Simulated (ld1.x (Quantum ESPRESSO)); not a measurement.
An all-electron radial function and its pseudo partner (vanadium (V))

Columns: radius, all-electron u(r) and pseudo u(r) of the 4s shell (level -4.59 eV) of vanadium in the configuration [Ne] 3s2 3p6 3d3 4s2 4p0; BLYP, scalar-relativistic, PAW scheme, ld1.x (Quantum ESPRESSO) 7.5.

```csv
r (bohr),all-electron,pseudo
0.110,-0.0538,0.1385
0.220,-0.1589,0.2598
0.330,-0.0551,0.3497
0.440,0.0975,0.3997
0.550,0.2113,0.4080
0.660,0.2632,0.3783
0.770,0.2588,0.3192
0.880,0.2133,0.2404
0.990,0.1420,0.1515
1.100,0.0575,0.0594
1.210,-0.0313,-0.0314
1.320,-0.1186,-0.1186
1.430,-0.2005,-0.2005
1.540,-0.2752,-0.2752
1.650,-0.3415,-0.3415
1.760,-0.3991,-0.3991
1.870,-0.4481,-0.4481
1.980,-0.4889,-0.4889
2.090,-0.5222,-0.5222
2.200,-0.5486,-0.5486
2.310,-0.5686,-0.5686
2.420,-0.5830,-0.5830
2.530,-0.5925,-0.5925
2.640,-0.5974,-0.5974
2.750,-0.5986,-0.5986
2.860,-0.5964,-0.5964
```

(1) How many radial nodes do the two functions have?

(2) At about which radius was the pseudo-wave matched?

(3) Is the pseudo-wave norm-conserving?

## Answers

(1) The all-electron 4s function has n − l − 1 = 3 (the table is too coarse to show those close to the nucleus); the pseudo-wave has 1, since 1 lower shell of the same l stays in the valence.

(2) 1.40 bohr. The columns agree to 0.0005 from 1.21 bohr on; several derivatives are matched, so the curves merge somewhat inside the radius.

(3) No, it belongs to a PAW set: the norm inside the radius is not constrained, and the difference is carried by the augmentation charge.
